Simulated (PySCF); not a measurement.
NiO, SMILES [O]=[Ni] (connectivity only; charge and spin as stated), neutral, multiplicity 3.

The structure is a stationary point at PBE0-D3(BJ)/def2-TZVPD. The multiplicity is an assumed one; other spin states were not compared.

Two levels are set side by side: PBE/def2-TZVPD (PySCF) and PBE0/def2-TZVPD (PySCF). Same geometry, gas phase. Differences are taken from unrounded values.

```json
[
 {"quantity": "α-spin orbital gap (eV)", "PBE": "2.11"},
 {"quantity": "β-spin orbital gap (eV)", "PBE": "0.90"},
 {"quantity": "dipole moment (D)", "PBE": "3.87"},
 {"quantity": "mean polarisability (bohr³)", "PBE": "38.9"}
]
```

Problem. These are the PBE values. What does PBE0 give? (The exact figures need the calculation; the answer reports its results.)

Solution. 
```
quantity                     PBE0  PBE minus PBE0
---------------------------  ----  --------------
α-spin orbital gap (eV)      4.40           -2.29
β-spin orbital gap (eV)      4.07           -3.17
dipole moment (D)            4.94           -1.07
mean polarisability (bohr³)  38.4             0.5
```

Rough cost on one machine, each run with all the roots and properties that it gave: PBE0 against PBE within a factor of 2.
